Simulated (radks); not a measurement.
Values are calculated unless marked as measured or tabulated.
Orbital eigenvalues (eV) of the niobium ion Nb+, [Kr] 4d4, at several levels of relativity; Dirac values are averaged over j with weights 2j + 1. Spin-unpolarised spherical Kohn-Sham, PBEsol, point nucleus unless stated (finite: rms radius 4.324 fm), a radial shooting solver on a logarithmic mesh with Libxc functionals. A level marked "c x" has the speed of light scaled by that factor and shares open shells by 2j + 1; other Dirac levels either fill j = l - 1/2 first or share by 2j + 1.

1s: non-rel. -18354; scalar-rel. -18803; Dirac, 2j+1 shares -18794; Dirac, c x 0.85 -18975; change of magnitude, last against first (%) +3.38
2s: non-rel. -2531.2; scalar-rel. -2635.6; Dirac, 2j+1 shares -2633.9; Dirac, c x 0.85 -2676.4; change of magnitude, last against first (%) +5.73
2p: non-rel. -2326.7; scalar-rel. -2354.6; Dirac, 2j+1 shares -2354.4; Dirac, c x 0.85 -2365.7; change of magnitude, last against first (%) +1.68
3s: non-rel. -425.66; scalar-rel. -444.75; Dirac, 2j+1 shares -444.50; Dirac, c x 0.85 -452.31; change of magnitude, last against first (%) +6.26
3p: non-rel. -347.91; scalar-rel. -352.90; Dirac, 2j+1 shares -352.93; Dirac, c x 0.85 -354.98; change of magnitude, last against first (%) +2.03
3d: non-rel. -205.68; scalar-rel. -202.62; Dirac, 2j+1 shares -202.48; Dirac, c x 0.85 -201.21; change of magnitude, last against first (%) -2.17
4s: non-rel. -61.651; scalar-rel. -64.751; Dirac, 2j+1 shares -64.722; Dirac, c x 0.85 -65.998; change of magnitude, last against first (%) +7.05
4p: non-rel. -40.251; scalar-rel. -40.930; Dirac, 2j+1 shares -40.949; Dirac, c x 0.85 -41.237; change of magnitude, last against first (%) +2.45
4d: non-rel. -9.4379; scalar-rel. -9.3053; Dirac, 2j+1 shares -9.3058; Dirac, c x 0.85 -9.2583; change of magnitude, last against first (%) -1.90
5s (empty): non-rel. -8.9717; scalar-rel. -9.3903; Dirac, 2j+1 shares -9.3893; Dirac, c x 0.85 -9.5641; change of magnitude, last against first (%) +6.60
5p (empty): non-rel. -5.5409; scalar-rel. -5.6602; Dirac, 2j+1 shares -5.6627; Dirac, c x 0.85 -5.7126; change of magnitude, last against first (%) +3.10
